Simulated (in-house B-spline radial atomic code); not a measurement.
**How G0W0 and RPA depend on the start: Ga8+**

Configuration [Ar] 3d5, highest spin. Computed with a B-spline radial code for spherical atoms: all electrons, non-relativistic, point nucleus, each spin shell either full or empty, empty states to l = 9 with an (l + 1/2)⁻⁴ tail; G0W0 by contour deformation at full frequency.

```tsv
start	mean-field 3d up (eV)	G0W0 (eV)	QP weight	RPA correlation (Eh)
Hartree-Fock	-214.29	?	?	?
LDA VWN5	-195.69	-212.71	0.970	-1.6074
PBE	-195.53	-212.60	0.970	-1.6053
PBE0	-200.53	-212.79	0.974	-1.5703
r2SCAN	-196.95	-212.64	0.972	-1.5818
HSE06	-200.02	-212.80	0.973	-1.5723
B3LYP (VWN-RPA)	-199.54	-212.77	0.973	-1.578
SCAN	-196.94	?	?	?
TPSS	-195.51	-212.67	0.970	-1.5977
BHandHLYP	-205.33	-212.98	0.977	-1.5385
CAM-B3LYP	-201.54	-212.88	0.974	-1.5674
LC-wPBE	-201.36	-212.96	0.974	-1.5728
wB97X	-202.07	-212.70	0.976	-1.5621
PBEsol	-195.47	-212.64	0.970	-1.6059
BLYP	-195.35	-212.60	0.969	-1.6062
r2SCAN0	-201.57	-212.80	0.975	-1.5544
LDA exchange-only	-193.85	-212.87	0.969	-1.6074
```

Problem. What G0W0 level, weight and RPA correlation energy follow from the Hartree-Fock start?

Solution. G0W0 level -213.27 eV, weight 0.981, RPA correlation -1.4791 hartree.

Problem. What G0W0 level, weight and RPA correlation energy follow from the SCAN start?

Solution. G0W0 level -212.57 eV, weight 0.972, RPA correlation -1.5805 hartree.

Problem. How much of the dependence on the start does G0W0 remove?

Solution. The mean-field levels span 20.4 eV and the G0W0 levels 0.703 eV. Against 211 ± 2.2 eV (NIST, tabulated theory) the G0W0 removal energies are off by +1.57 to +2.27 eV, with relativity, Breit and QED terms left out.
